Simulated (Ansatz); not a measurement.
`[CH3][Al]([NH2])[Cl]` + CH₃OH → `C[O][Al]([NH2])[Cl]` + CH₄ at 700 K and 1 bar (ligand exchange at the Al–C bond).

Computed with Ansatz on PBE0-D4/def2-TZVP structures; ΔE is electronic, products minus reactants. CBS: MP2 limit from def2 TZ/QZ plus the TZ coupled-cluster correction, frozen cores. This one scheme is used for every species. One conformer a species, not always the lowest.

| species | CCSD(T)/CBS energy (Eh) | H − E (kJ/mol) | S (J/(mol·K)) |
| --- | --- | --- | --- |
| `[CH3][Al]([NH2])[Cl]` | -797.68797 | 237.0 | 448.7 |
| CH₃OH | -115.61712 | 170.8 | 288.5 |
| `C[O][Al]([NH2])[Cl]` | -872.89306 | 262.1 | 485.9 |
| CH₄ | -40.46206 | 145.9 | 224.0 |

H − E and S are ideal-gas, rigid-rotor, harmonic terms from PBE0-D4/def2-TZVP, for one conformer and one mirror image of each species. 1 Eh = 2625.50 kJ/mol, R = 8.31446 J/(mol·K).

Question: By hand: ΔE, ΔH, ΔS and ΔG.

Answer: ΔE = (-872.89306) + (-40.46206) − (-797.68797) − (-115.61712) = -0.05003 Eh = -131.4 kJ/mol. Δ(H − E) = 262.1 + 145.9 − 237.0 − 170.8 = 0.2, so ΔH = -131.2 kJ/mol. ΔS = 485.9 + 224.0 − 448.7 − 288.5 = -27.3 J/(mol·K). ΔG = -131.2 − 700 × (-27.3)/1000 = -112.1 kJ/mol.

Question: By hand: the equilibrium constant, and the temperature at which ΔG would vanish if ΔH and ΔS stayed fixed.

Answer: log₁₀ K = −ΔG/(RT ln 10) = 8.4. ΔG = 0 at ΔH/ΔS = 4806 K, far beyond where these terms or the molecules hold.

ΔH outweighs TΔS. A doubt of 5 kJ/mol in ΔE shifts log₁₀ K by 0.4 here. Other conformers and mirror images would add mixing entropy, several J/(mol·K) or more a flexible species. Modes under 60 cm⁻¹, often nearly free rotors, make the harmonic entropy too high. These are equilibria of isolated gas molecules and say nothing of rates. Largest T1 diagnostic: 0.010 (customary marks: 0.02 for closed shells, 0.045 for open ones).
